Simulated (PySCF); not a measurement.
Input for PySCF: R-HF/3-21G on C2H6Ge (SMILES C=[CH][GeH3]), a point of a bond scan (R = 1.087 Å).

```python
from pyscf import gto, scf, dft, mp
from pyscf.data.elements import chemcore

mol = gto.M(
    atom='''
    Ge    0.66752956   -0.22973901   -0.11387387
    C    -1.03513912    0.71643893   -0.15287768
    C    -2.06173156    0.40467758    0.63060035
    H     0.97400304   -0.84732256   -1.49145306
    H     0.58654611   -1.34383479    0.94450911
    H     1.81429749    0.73616834    0.23968824
    H    -1.14131416    1.53947676   -0.85418071
    H    -3.00082567    0.94726023    0.59013045
    H    -2.01242865   -0.40679883    1.34893372
    ''',
    basis='3-21g',
    charge=0, spin=0, verbose=3, max_memory=1800)
mf = scf.RHF(mol)
mf.conv_tol = 1e-8
mf.max_cycle = 100
mf.kernel()
if not mf.converged:
    mf = mf.newton().run(mf.mo_coeff, mf.mo_occ)
```

Output:

```
converged SCF energy = -2144.09295518092
```

The run converged.

Cost: around 0.5 core-seconds (rough).
